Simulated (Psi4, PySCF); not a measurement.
The PySCF input:
```python
from pyscf import gto, scf, mp

mol = gto.M(
    atom='''
S    -0.898809    0.026048    0.489599
S     0.897080    0.078396   -0.487181
H    -1.521883   -0.854351   -0.305643
H     1.549552   -0.816755    0.266954
''',
    basis='6-31g**',
    charge=0,
    spin=0,
    verbose=4,
)

mf = scf.RHF(mol)
mf.kernel()

pt = mp.MP2(mf, frozen=10)
pt.kernel()
print('E(MP2) = %.10f' % pt.e_tot)
```

Task: Write the same job for Psi4.

Result: Several could match; the one computed here: 
```
memory 2 GB

molecule {
0 1
S    -0.89880885    0.02604772    0.48959929
S     0.89707958    0.07839641   -0.48718121
H    -1.52188329   -0.85435140   -0.30564322
H     1.54955162   -0.81675470    0.26695388
}

set {
  basis 6-31g**
  freeze_core true
  mp2_type conv
  scf_type pk
  puream true
  d_convergence 1e-8
}

energy('mp2')
print_variables()
```

Both were run: PySCF gave -796.427225 Eh and Psi4 -796.427225 Eh, 0.000 mEh apart.
